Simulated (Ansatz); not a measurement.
Consider the cleavage of the Al–B bond: `[BH2][AlH][O]C` + HBr → `C[O][AlH][Br]` + BH₃.

Computed with Ansatz on PBE0-D4/def2-TZVP structures; ΔE is electronic, products minus reactants. CCSD(T)/CBS adds triple-zeta CCSD(T) − MP2 to the extrapolated MP2 energy (def2 sets, frozen cores). This one scheme is used for every species. DFT in def2-TZVPP. B3LYP here is the variant with VWN-RPA as its local correlation; programs differ in this. HSE06 is defined as in plane-wave codes. For Br outer-core shells are correlated without core-valence functions, which leaves a few kJ/mol of doubt a bond. Scalar relativity is left out up to krypton. One conformer a species, not always the lowest.

```csv
level,ΔE (kJ/mol),difference from CCSD(T)/CBS
LDA (SPW92),-182.0,20.4
PBE-D4,-185.2,17.2
revPBE-D4,-185.0,17.4
BLYP-D4,-192.2,10.2
r2SCAN-D4,-201.7,0.7
B97M-V,-195.7,6.7
PBE0-D4,-193.6,8.8
B3LYP-D4,-198.9,3.5
r2SCANh-D4,-203.4,-1.0
r2SCAN0-D4,-205.8,-3.4
HSE06-D4,-193.8,8.6
BHLYP-D4,-209.6,-7.2
ωB97M-V,-202.8,-0.4
B2PLYP,-203.7,-1.3
PBE-QIDH,-204.6,-2.2
PBE,-184.1,18.3
revPBE,-183.8,18.6
BLYP,-190.2,12.2
PBE0,-192.7,9.7
B3LYP,-197.1,5.3
r2SCANh,-203.3,-0.9
r2SCAN0,-205.6,-3.2
HSE06,-192.9,9.5
BHLYP,-207.1,-4.7
CAM-B3LYP,-199.0,3.4
LC-ωPBE,-195.0,7.4
RPA@PBE/def2-TZVPP,-190.6,11.8
HF/def2-SVP,-212.6,-10.2
MP2/def2-SVP,-207.7,-5.3
CCSD/def2-SVP,-194.9,7.5
HF/def2-TZVPP,-218.0,-15.6
MP2/def2-TZVPP,-212.4,-10.0
CCSD/def2-TZVPP,-199.5,2.9
CCSD(T)/def2-TZVPP,-198.5,3.9
HF/def2-QZVPP,-217.5,-15.1
MP2/def2-QZVPP,-214.5,-12.1
SCS-MP2/def2-QZVPP,-210.8,-8.4
HF/CBS(def2),-217.4,-15.0
MP2/CBS(def2),-216.3,-13.9
CCSD/CBS(def2),-203.4,-1.0
CCSD(T)/CBS,-202.4,0
```

Task: What do rigid-rotor, harmonic-oscillator terms from PBE0-D4/def2-TZVP frequencies (298.15 K, 1 bar) make of the CCSD(T)/CBS value? (Estimate.)

Result: Ansatz gave: ΔZPE = +6.5 kJ/mol, ΔH = -197.0 kJ/mol, ΔS = -10 J/(mol·K), ΔG = -193.9 kJ/mol.

Largest T1 diagnostic among the species: 0.012.

At CCSD(T), def2-SVP lies +8.7 kJ/mol from the extrapolated value and def2-TZVPP +3.9 kJ/mol. Leaving LDA and LC-ωPBE aside and taking each functional with its dispersion term where it has one, the values spread over 24.6 kJ/mol, from BHLYP-D4 to revPBE-D4. From BLYP to BHLYP (50 % exact exchange), in def2-TZVPP and without D4, ΔE moves by −16.9 kJ/mol.
